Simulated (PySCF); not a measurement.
C7H7S (doublet state).
Z-matrix (Å and degrees, GFN2-xTB geometry), rows numbered from 1:
```
S 
C   1  1.7975
C   2  1.4803  1  118.59
C   3  1.5151  2   61.05  1  -110.13
C   4  1.4611  2  121.88  3   112.41
C   5  1.3291  4  111.94  2   144.35
C   6  1.4621  5  106.71  4    -0.12
C   7  1.3446  6  109.83  5     0.01
H   1  1.3326  2   96.02  3   149.61
H   2  1.0816  1  112.60  3   145.71
H   3  1.0792  2  118.82  4  -107.50
H   3  1.0796  2  118.02  4   106.31
H   6  1.0723  5  128.88  4   179.82
H   7  1.0753  6  123.00  5   179.85
H   8  1.0740  4  123.13  2    36.16
```

The hyperfine couplings belong to this conformer and change with its torsions.

As a line formula: `S[C@@H]1C[C@@]12[C]=CC=C2` [radical].

Method: UKS B3LYP, pcH-1 on C H S, non-relativistic, mean-field spin-orbit, GIAO (PySCF 2.14.0). Geometry: GFN2-xTB, one conformer, isolated molecule. Couplings are sensitive to structure, and on GFN2-xTB geometries they can be far from those on DFT ones. Stability of the SCF solution: not tested.

Q: Where do the isotropic ENDOR lines of H13, H15, H14, H10 and H11 fall at 334.8 mT, to first order?

A: For S = 1/2 in fast tumbling each set of equivalent nuclei gives two lines, ν± = |νn ± a/2| to first order, with νn = g_N μN B/h and μN/h = 7.62259 MHz/T.

```tsv
nuclei	isotope	g_N	νn (MHz)	a_iso (MHz)	lower line (MHz)	upper line (MHz)
H13	1H	5.5857	14.25	36.94	4.21	32.72
H15	1H	5.5857	14.25	14.00	7.25	21.26
H14	1H	5.5857	14.25	13.38	7.57	20.94
H10	1H	5.5857	14.25	-1.61	13.45	15.06
H11	1H	5.5857	14.25	-1.58	13.47	15.04
```

Q: Which pairs are centred on the nuclear Larmor frequency, and which on half the coupling?

A: Centred on νn, since |a| < 2νn: H15, H14, H10 and H11. Centred on |a|/2 and split by 2νn: H13.

The largest Mulliken spin populations are on C5 (+1.04), C6 (-0.12) and C7 (+0.09). C5 is the only atom above +0.15.

Time: 53 s wall (grids of density and orbitals included); peak memory 0.96 GiB. Hardware: AMD EPYC 9R45, one thread, no GPU (shared host).
